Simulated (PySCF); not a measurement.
C3H9AlO. Atoms are numbered in the order given.

```xyz
14

Al    -0.4496     1.1989     0.5802
H     -2.0127     1.2915     0.8538
O      0.5458     2.5199     1.0184
H      0.2458     3.3384     1.4241
C      0.4389    -0.3408    -0.2379
C     -0.4540    -1.5462    -0.5751
C      0.3042    -2.7088    -1.2178
H      1.2617    -0.6528     0.4346
H      0.9536     0.0163    -1.1517
H     -0.9590    -1.9060     0.3401
H     -1.2709    -1.2304    -1.2494
H      0.7854    -2.3940    -2.1590
H     -0.3620    -3.5567    -1.4475
H      1.1010    -3.0777    -0.5503
```
Charge 0, spin multiplicity 1.

Geometry: B3LYP-D3(BJ)/def2-SVP. The values are those of a single conformer.

Level of theory: r2SCAN/def2-TZVP (PySCF).

Gas-phase values at a fixed geometry.

The total energy is -437.38506 hartree and the highest occupied level is -6.55 eV. The lowest empty level comes out as -0.92 eV, the orbital gap comes out as 5.62 eV and the dipole moment is 0.56 D. The quadrupole, principal values (traceless, Buckingham form, about the centre of nuclear charge) is -8.02, 3.63, 4.39 D·Å. The mean static polarisability comes out as 67.7 bohr³ (10.03 Å³). The polarisability, principal values is 56.4, 64.2, 82.5 bohr³.
